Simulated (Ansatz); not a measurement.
ReAu6⁻, relaxed as a singlet with RKS B3LYP-D4/def2-SVPD in Ansatz, starting from the GFN1-xTB geometry. Force threshold 0.02 eV/Å.

In the def2 sets Au, Re take a core potential; there is no spin–orbit coupling. The structure comes from a short search, and lower isomers may exist.

Start:

```xyz
7

Re    0.0471    0.0160    0.0111
Au   -1.7475   -0.8055   -1.5807
Au   -2.0535   -0.6450    1.2609
Au    0.1590    0.6451    2.5396
Au    2.0431   -1.3958   -0.0555
Au    0.9174   -0.1945   -2.4440
Au    0.6344    2.3797    0.2686
```

```csv
step,energy (eV),largest force component (eV/Å),SCF passes
1,-24305.9538,1.172,64
2,-24306.1418,0.755,66
3,-24306.2838,0.163,49
4,-24306.3430,0.261,62
5,-24306.4399,0.484,48
6,-24306.5410,0.354,46
7,-24306.5655,0.207,50
8,-24306.5803,0.064,45
9 (rejected),-24306.5775,0.071,44
10,-24306.5867,0.023,45
11,-24306.5881,0.020,44
12,-24306.5885,0.010,46
```

Force components are those of the run's own axes.

End:

Cartesian coordinates in Å:
```
Re 0.163 0.100 0.403
Au -1.582 -0.752 -1.544
Au -2.244 -0.673 1.164
Au 0.069 0.363 2.981
Au 2.045 -1.560 -0.138
Au 0.931 0.089 -2.298
Au 0.618 2.434 -0.568
```

Bonds lost: Au4–Au7 (atoms count from 1). Bonds formed: Au6–Au7 (atoms count from 1). The end is the same structure that another start reached, the lowest one found.

No frequencies were taken in this run, so the end may be a saddle point.

Hardware: 4 threads of Arm Neoverse V2 on a shared host. Wall time 3.2 min, peak host memory 1.4 GiB.
